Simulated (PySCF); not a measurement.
BrGe, SMILES [Ge][Br] (connectivity only; charge and spin as stated), charge +1, multiplicity 1. Geometry optimised at B3LYP-D3(BJ)/def2-TZVP. The multiplicity is an assumed one; other spin states were not compared.

The numbers are results of B3LYP-D3(BJ)/def2-TZVP in PySCF 2.14.0, not measurements.

Harmonic wavenumbers (cm⁻¹): 359. Rotational constants (GHz): 2.687 (linear); symmetry number 1.

### Question
Work out the zero-point energy and the ideal-gas rigid-rotor harmonic-oscillator thermochemistry at 298.15 K and 1 atm.

### Answer
ZPE = ½ Σ hcν = ½ × 359 cm⁻¹ = 0.51 kcal/mol. H − E(el) = 2.81 kcal/mol. Entropy in cal/(mol K): translation 40.98, rotation 17.38, vibration 1.12, total 59.48. G − E(el) = -14.93 kcal/mol. Cp = 8.51 cal/(mol K).
